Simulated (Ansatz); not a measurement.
Consider the ligand exchange at a Ge–C bond: `C[CH](C)[Ge][F]` + H–F → `[F][Ge][F]` + propane.

Isolated molecules relaxed with PBE0-D4/def2-TZVP in Ansatz; ΔE leaves out vibrations. CCSD(T)/CBS adds triple-zeta CCSD(T) − MP2 to the extrapolated MP2 energy (def2 sets, frozen cores). This one scheme is used for every species. Functionals use def2-TZVPP. For Ge outer-core shells are correlated without core-valence functions, which leaves a few kJ/mol of doubt a bond. Scalar relativity is left out up to krypton. One conformer a species, not always the lowest.

CCSD(T)/CBS gives -1.54 eV.

Q: Another level gave -1.66 eV. Which?
A. r2SCAN0-D4/def2-TZVPP
B. revPBE/def2-TZVPP
C. r2SCAN-D4/def2-TZVPP
D. LDA (SPW92)/def2-TZVPP

A: A. r2SCAN0-D4 -1.66, LDA (SPW92) -1.59, r2SCAN-D4 -1.72, revPBE -1.77 eV.

Largest T1 diagnostic among the species: 0.015.

From r2SCAN to r2SCAN0 (25 % exact exchange), in def2-TZVPP and without D4, ΔE moves by +0.05 eV. The D4 term adds +0.14 eV with B3LYP and +0.08 eV with PBE0; it sums over pairs of atoms, weighted by their polarisabilities, and B3LYP, whose exchange is more repulsive, gets the larger term. At CCSD(T), def2-SVP lies −0.17 eV from the extrapolated value and def2-TZVPP −0.02 eV.

B3LYP here is the variant with VWN-RPA as its local correlation; programs differ in this.
